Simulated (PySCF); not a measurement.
From one molecule to another.

First species: 4-chlorobenzotrifluoride, C7H4ClF3.
Numbering: `[F:1][C:2]([F:3])([F:4])[c:5]1[cH:6][cH:7][c:8]([Cl:9])[cH:10][cH:11]1` (hydrogens: H12 on C6; H13 on C7; H14 on C10; H15 on C11)

Second species: C₈H₁₄O₂.
InChI=1S/C8H14O2/c1-5-6(2)7(3)10-8(4)9/h5H2,1-4H3/b7-6-

Levels: wB97X-D/def2-SVPD for dipole moment, HOMO energy, LUMO energy, HOMO–LUMO gap, static isotropic polarisability and electronic spatial extent ⟨r²⟩ about the centre of nuclear charge; TDDFT wB97X-D/def2-SVPD for lowest singlet excitation; PBE0-D3(BJ)/def2-SVP for rotational constant A and rotational constant C. Geometries: PBE0-D3(BJ)/def2-SVP. All species are isolated and taken at one optimised geometry, non-relativistic unless stated; the electronic structure was computed with PySCF and density fitting.

The conformers computed, where there is a choice (atom-mapped SMILES and torsion angles):
- `[F:1][C:2]([F:3])([F:4])[c:5]1[cH:6][cH:7][c:8]([Cl:9])[cH:10][cH:11]1`: F1–C2–C5–C6 -99°
- `[CH3:1][CH2:2]/[C:3]([CH3:4])=[C:5](/[CH3:6])[O:7][C:8]([CH3:9])=[O:10]`: C1–C2–C3–C4 75°, C3–C5–O7–C8 99°, C5–O7–C8–C9 180°

| property | column X | column Y |
| --- | --- | --- |
| dipole moment | 1.13 D | 1.68 D |
| HOMO energy | -9.48 eV | -8.46 eV |
| LUMO energy | 0.35 eV | 2.01 eV |
| HOMO–LUMO gap | 9.83 eV | 10.47 eV |
| lowest singlet excitation | 5.31 eV | 5.88 eV |
| static isotropic polarisability | 96.0 au | 104.1 au |
| electronic spatial extent ⟨r²⟩ about the centre of nuclear charge | 2392 bohr² | 1677 bohr² |
| rotational constant A | 2.853 GHz | 1.762 GHz |
| rotational constant C | 0.413 GHz | 0.768 GHz |

(1) Which column belongs to which species?

(2) How does each property change from the first species to the second?

Answers

(1) Column X is the first species and column Y the second. The first has 15 atoms and 90 electrons, the second 24 and 78.

(2) dipole moment +0.55 D; HOMO energy +1.02 eV; LUMO energy +1.66 eV; HOMO–LUMO gap +0.64 eV; lowest singlet excitation +0.57 eV; static isotropic polarisability +8.1 au; electronic spatial extent ⟨r²⟩ about the centre of nuclear charge -715 bohr²; rotational constant A -1.091 GHz; rotational constant C +0.355 GHz.

On the first: S1 lies 4.52 eV below the HOMO–LUMO gap; its leading configuration is HOMO→LUMO+1, weight 0.55, beside HOMO−1→LUMO, weight 0.42. The polarisability is 14.22 Å³ as a volume (1 au = 0.148185 Å³), or 1.07 au for each of the 90 electrons.

On the second: The 10 singlets span 5.88 to 8.29 eV, and their oscillator strengths add up to 0.53. The polarisability is 15.43 Å³ as a volume (1 au = 0.148185 Å³), or 1.33 au for each of the 78 electrons.
